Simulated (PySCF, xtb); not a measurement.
Cl3OSi, SMILES Cl[Si]([O])(Cl)Cl (connectivity only; charge and spin as stated), charge -1, multiplicity 1.

GFN2-xTB in xtb at its own geometry gives an orbital gap of 7.96 eV.

Geometry: B3LYP-D3(BJ)/def2-SVPD. The multiplicity is an assumed one; other spin states were not compared. The isomer is the one that the SMILES or the coordinates give; other isomers of the formula were not compared.

Question: What does PBE/def2-SVPD in PySCF give? (An estimate is asked for; the answer gives what the named calculation found.)

Answer: gap 4.52 eV (levels -1.94 and 2.58 eV).
